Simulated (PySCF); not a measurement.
Gas-phase reaction: 2 CF3 ⇌ C2F6

Method: PySCF energies plus ideal-gas RRHO corrections (1 bar). † marks an energy on the PBE0/def2-TZVP geometry and frequencies; other levels use their own. MP2 and CCSD(T) freeze the core. 6-31G* has spherical d functions here. Open shells (unrestricted): CF3 (multiplicity 2); the rest are closed-shell singlets. B3LYP is the form with VWN-RPA correlation. MP2 isn't extrapolated to the basis-set limit; its ΔH°(298 K) is -411.4 kJ in def2-SVP and -411.7 kJ in def2-TZVPP. CCSD(T) isn't extrapolated to the basis-set limit. The harmonic model lacks anharmonicity and excited electronic states, which grow with temperature; levels with a mode under 35 cm⁻¹ are left out. Internal rotation in C2F6 is treated as a harmonic vibration of one conformer, which makes the entropy rough.

```tsv
level	ΔE electronic, kJ	ΔH°(298 K), kJ	ΔS°(298 K), J/K	ΔG°(1600 K), kJ
B3LYP/def2-TZVP†	-372	-362	-197	-62
CCSD(T)/def2-SVP†	-415	-405	-197	-104
HF/6-31G*	-324	-312	-200	-6
M06-2X/def2-TZVP†	-413	-403	-197	-103
MP2/def2-TZVPP†	-422	-412	-197	-111
PBE/def2-TZVP†	-379	-369	-197	-69
PBE0/def2-SVP†	-410	-399	-197	-99
ωB97X-V/def2-TZVP†	-414	-404	-197	-103
```
ΔH° is lowest at MP2/def2-TZVPP† and highest at HF/6-31G*. No reference value is set beside these.
